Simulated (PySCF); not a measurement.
# Computed structure and properties of [Yb(NH3)2]3+

System: [Yb(NH3)2]3+ (singlet in the valence; each metal's 4f electrons, 13 of them, lie in its core potential, out of spins and levels); start: displaced along the imaginary mode (C1). Method: PySCF 2.14.0, RKS TPSS, Yb lcecp-1-SVP with ECP59, N def2-SVP, H def2-SVP; non-relativistic Hamiltonian with scalar-relativistic core potentials where named; density fitting; no spin-orbit coupling.

Input of the relaxation:

```python
mol = gto.M(atom='''
Yb    -0.00751     0.04124    -0.00000
N      0.03727    -0.20472     2.37658
H      0.85913     0.23169     2.86211
H     -0.77265     0.23205     2.88319
H      0.04355    -1.17791     2.77237
N      0.03727    -0.20472    -2.37658
H      0.85718    -0.70893    -2.79525
H     -0.77070    -0.70928    -2.81634
H      0.04355     0.70405    -2.90608''',
    basis={'Yb': 'lcecp-1-SVP', 'N': 'def2-SVP', 'H': 'def2-SVP'},
    ecp={'Yb': 'lcecp-1-SVP'},
    charge=3, spin=0)
mf = dft.RKS(mol, xc='TPSS')
mf.grids.atom_grid = (50, 194)  # f atoms: unpruned, at least (60, 302)
mf = mf.density_fit()  # fitting sets: Yb AutoAux, N def2-universal-JKFIT, H def2-universal-JKFIT
mf.conv_tol = 1e-08; mf.max_cycle = 55
mf.kernel(dm0)  # dm0: converged density of the start geometry
# quasi-Newton relaxation in Cartesian coordinates to a largest gradient under 0.00045 Eh/bohr, steps kept in the point group
```

Run from Python with OMP_NUM_THREADS=2; the lines above give its settings. Where DIIS fails, smearing, a level shift and second-order steps follow.
It took 81 s on 2 threads of Arm Neoverse V1, on a shared host, from the converged density of the start.

Course of the relaxation:

```json
{"step": "0", "energy above end (eV)": "0.3836", "largest force component within the symmetry (eV/Å)": "0.231"}
{"step": "1", "energy above end (eV)": "0.3723", "largest force component within the symmetry (eV/Å)": "0.265"}
{"step": "2", "energy above end (eV)": "0.2674", "largest force component within the symmetry (eV/Å)": "0.573"}
{"step": "3", "energy above end (eV)": "0.1580", "largest force component within the symmetry (eV/Å)": "0.587"}
{"step": "4", "energy above end (eV)": "0.1031", "largest force component within the symmetry (eV/Å)": "0.765"}
{"step": "5", "energy above end (eV)": "0.0827", "largest force component within the symmetry (eV/Å)": "0.247"}
{"step": "6", "energy above end (eV)": "0.0673", "largest force component within the symmetry (eV/Å)": "0.285"}
{"step": "7", "energy above end (eV)": "0.0537", "largest force component within the symmetry (eV/Å)": "0.495"}
{"step": "11", "energy above end (eV)": "0.0048", "largest force component within the symmetry (eV/Å)": "0.189"}
{"step": "12", "energy above end (eV)": "0.0010", "largest force component within the symmetry (eV/Å)": "0.147"}
{"step": "13", "energy above end (eV)": "0.0002", "largest force component within the symmetry (eV/Å)": "0.085"}
{"step": "14", "energy above end (eV)": "0.0001", "largest force component within the symmetry (eV/Å)": "0.022"}
{"step": "15", "energy above end (eV)": "0.0000", "largest force component within the symmetry (eV/Å)": "0.033"}
{"step": "16", "energy above end (eV)": "0.0000", "largest force component within the symmetry (eV/Å)": "0.010"}
```
(The steps between are left out.)

Relaxed geometry (C1):

```xyz
9

Yb   -0.1898    1.1129   -0.0001
N     0.0289   -0.1814    1.9153
H     0.9163   -0.0358    2.4576
H    -0.7102   -0.0204    2.6433
H     0.0049   -1.2214    1.7878
N     0.0371   -0.1781   -1.9168
H     0.9018   -0.7681   -1.9773
H    -0.7291   -0.8717   -2.0968
H     0.0672    0.3674   -2.8131
```

```
     contact      Å
Yb1–N2 (NH3)  2.322
Yb1–N6 (NH3)  2.322
```

On the finer grid (75, 302):

```
HOMO                                                          : -24.88 eV
LUMO                                                          : -19.16 eV
Dipole about the centre of mass                               : 4.07 D
Set of Mulliken populations of Yb1 outside the core potential : s 2.24, p 6.12, d 0.60, f 0.02
D3(BJ) dispersion energy (not in the energies)                : -0.172 eV
```

```json
{"atom": "Yb1", "Mulliken (e)": "2.02", "Löwdin (e)": "1.85", "spin (e)": "0.00"}
{"atom": "N2", "Mulliken (e)": "-0.34", "Löwdin (e)": "0.01", "spin (e)": "0.00"}
{"atom": "H3", "Mulliken (e)": "0.28", "Löwdin (e)": "0.19", "spin (e)": "0.00"}
{"atom": "H4", "Mulliken (e)": "0.28", "Löwdin (e)": "0.19", "spin (e)": "0.00"}
{"atom": "H5", "Mulliken (e)": "0.27", "Löwdin (e)": "0.19", "spin (e)": "0.00"}
{"atom": "N6", "Mulliken (e)": "-0.34", "Löwdin (e)": "0.01", "spin (e)": "0.00"}
{"atom": "H7", "Mulliken (e)": "0.27", "Löwdin (e)": "0.19", "spin (e)": "0.00"}
{"atom": "H8", "Mulliken (e)": "0.27", "Löwdin (e)": "0.19", "spin (e)": "0.00"}
{"atom": "H9", "Mulliken (e)": "0.28", "Löwdin (e)": "0.19", "spin (e)": "0.00"}
```

The 4f levels lie in the core potential and are missing. Their spin isn't counted.

No frequency check is given for this geometry.

Taking off one NH3 (charge 0, singlet; the rest: singlet) in vacuum, both parts rigid, costs 5.04 eV; the small basis without counterpoise inflates it. Parting with an electron moved from the ligand to the metal can be far cheaper, even downhill.

Rigid scan of NH3 along the line from its metal:

(distance to N2 (Å), energy (eV)): (2.02, 0.594), (2.12, 0.228), (2.22, 0.049), (2.32, 0.000), (2.42, 0.038), (2.52, 0.134), (2.72, 0.421)

One start shape was tried, so this needn't be the lowest isomer.

An lcecp potential fixes the number of 4f electrons, so in runs with it no electron can move into or out of that shell.
